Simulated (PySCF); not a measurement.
C₄H₁₁P₂Si (doublet state).
SMILES with atom numbers: `[CH2:1]=[CH:2][CH:3][CH2:4][SiH:5]([PH2:6])[PH2:7]` (hydrogens: H8, H9 on C1; H10 on C2; H11 on C3; H12, H13 on C4; H14 on Si5; H15, H16 on P6; H17, H18 on P7)

Geometry (GFN2-xTB, Å), atoms numbered from 1 in this order:
```
atom  x, y, z in Å
C1    -2.6914    0.7940    0.5769
C2    -1.8785    0.1695   -0.3242
C3    -1.0240   -0.8777   -0.0247
C4    -0.1147   -1.4804   -1.0066
Si5    1.5610   -0.5069   -0.9804
P6     1.1147    1.5138   -1.8880
P7     2.3261   -0.6128    1.1436
H8    -2.7093    0.4934    1.6103
H9    -3.3438    1.5967    0.2868
H10   -1.9012    0.5054   -1.3563
H11   -0.9619   -1.2321    0.9950
H12    0.0920   -2.5228   -0.7741
H13   -0.5190   -1.4129   -2.0154
H14    2.5483   -1.1760   -1.8449
H15    0.5016    2.0266   -0.7567
H16    2.3390    2.0673   -1.5484
H17    3.2679    0.3911    0.9828
H18    1.3845    0.2701    1.6479
```

The hyperfine couplings belong to this conformer and change with its torsions.

Computed with UKS B3LYP, pcH-1 on C H P Si, non-relativistic, mean-field spin-orbit, GIAO (PySCF 2.14.0). Geometry: GFN2-xTB, one conformer, isolated molecule. A GFN2-xTB geometry isn't a minimum of the functional, and hyperfine couplings can be far from their values at a DFT geometry. The SCF solution wasn't tested for stability. ⟨S²⟩ is 0.774 where a pure state has 0.75.

Question: What is the g tensor, term by term?

Answer: 
```
                    Δg (ppm)     1     2     3
relativistic mass correction  -146  -146  -146
            gauge correction     3    35    28
   orbital Zeeman/spin–orbit   -74   669   904
                       total  -217   558   785
```

So g = 2.00210, 2.00288, 2.00310 and g_iso = 2.00269; the tensor is rhombic: the two nearest values differ by 23 % of g3 − g1. 

Question: How much does each term add to the isotropic shift?

Answer: The orbital-Zeeman/spin–orbit term 500, the mass correction -146 and the gauge correction 22 ppm, for a total of 375 ppm. The orbital-Zeeman/spin–orbit term is the largest in size. The mass correction is the same along every axis, so the anisotropy comes from the other two: their spans along these axes are 32 (gauge) and 978 ppm (orbital Zeeman/spin–orbit).

Question: What effective moment and Curie constant follow for a powder?

Answer: With the mean of g² = 4.0108 and S(S+1) = 0.75: μ_eff = √(⟨g²⟩S(S+1)) = 1.734 μB and χT = 0.12505·⟨g²⟩·S(S+1) = 0.376 cm³ K/mol (cgs; spin-Hamiltonian part alone).

Question: In a frozen sample, at which fields do the three g values resonate at 9.5, 34, 94 and 263 GHz (hyperfine left aside), and which band first spreads them over more than twice a line width of 1.0 mT?

Answer: 
```csv
band,GHz,B(g3) mT,B(g2) mT,B(g1) mT,spread mT
X,9.5,338.85,338.89,339.02,0.17
Q,34.0,1212.73,1212.87,1213.34,0.61
W,94.0,3352.84,3353.22,3354.52,1.68
J,263.0,9380.81,9381.88,9385.51,4.70
```

The spread grows in proportion to the frequency. J band is the first where it exceeds 2.0 mT.

The largest Mulliken spin populations are on C3 (+0.64), C1 (+0.64) and C2 (-0.25). The angles at C3 add up to 359.9°, so it is planar; its axial dipolar tensor and the negative coupling of its proton fit spin in a p orbital normal to that plane.

The HOMO–LUMO gaps are 4.85 eV among the α and 4.54 eV among the β orbitals.
